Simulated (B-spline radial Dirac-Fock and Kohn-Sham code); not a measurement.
Pm³⁺: non-radiative channels of the 2p3/2 vacancy

System: Pm³⁺, [Xe] 4f4.

Input file task.json (cfg lists n, l and occupation; rrms is the nuclear radius in fm):

```json
{"items": [{
  "Z": 61,
  "q": 3,
  "cfg": [[1, 0, 2], [2, 0, 2], [2, 1, 6], [3, 0, 2], [3, 1, 6], [3, 2, 10], [4, 0, 2], [4, 1, 6], [4, 2, 10], [4, 3, 4], [5, 0, 2], [5, 1, 6]],
  "A": 145,
  "rrms": 4.962,
  "do": ["binding", "quiet", "decay"],
  "holes": ["K", "L1", "L2", "L3", "M1", "M2", "M3", "M4", "M5", "N1", "N2", "N3", "N4", "N5"]
}]}
```

Launch: `python xray_run.py task.json out`

The computed values come from a B-spline atomic structure program: one-electron (LDA, Dirac) transition rates at Dirac-Fock energies. Kinetic energies are configuration averages from the vacuum level; the two-hole energies are estimated from single-hole states.

| transition | kinetic energy (eV) | width (meV) | share (%) |
| --- | --- | --- | --- |
| L3-M1M3 | 3360.9 | 87.8 | 3.0 |
| L3-M2M3 | 3533.3 | 149 | 5.0 |
| L3-M3M3 | 3646.6 | 200 | 6.7 |
| L3-M2M5 | 3860.1 | 91.5 | 3.1 |
| L3-M3M4 | 3951.5 | 215 | 7.2 |
| L3-M3M5 | 3978.9 | 318 | 10.7 |
| L3-M4M5 | 4277.6 | 625 | 21.0 |
| L3-M5M5 | 4302.9 | 415 | 13.9 |
| L3-M5N4 | 5234.0 | 98.9 | 3.3 |
| L3-M5N5 | 5239.2 | 123 | 4.1 |

The listed channels hold 78 % of the non-radiative rate. Summed by principal shells, of 2.98 eV in all: LMM 72.8 %, LMN 23.6 %, LNN 1.9 %, LMO 1.4 %, LNO 0.2 %.
